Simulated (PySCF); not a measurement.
The multiplicity is imposed and other spin states were not computed.

# [Cd(F)(N(CH3)2)] (charge 0, multiplicity 1)

These are PySCF with TPSSh-D3(BJ)/def2-TZVP // BP86-D3(BJ)/def2-SVP values and carry that method's errors.

```
Item                                                        Result
-------------------------------------  ---------------------------
HOMO                                                      -5.50 eV
dipole moment                                            0.583 e·Å
HOMO–LUMO gap                                              3.70 eV
LUMO                                                      -1.80 eV
charge on the central atom (Mulliken)                       0.79 e
total energy                                          -10944.95 eV
cost                                   very roughly 4 core-minutes
```

```xyz
11

Cd    -0.0886     0.1209     0.3794
F      1.3959    -0.9737     0.9878
N     -1.6328     1.3517    -0.0391
C     -2.9367     0.7377    -0.2388
C     -1.3817     2.4332    -0.9796
H     -3.7364     1.5060    -0.0952
H     -3.1015     0.2981    -1.2583
H     -3.1211    -0.0634     0.5078
H     -1.4152     2.1365    -2.0615
H     -2.1561     3.2291    -0.8479
H     -0.3957     2.9078    -0.7903
```
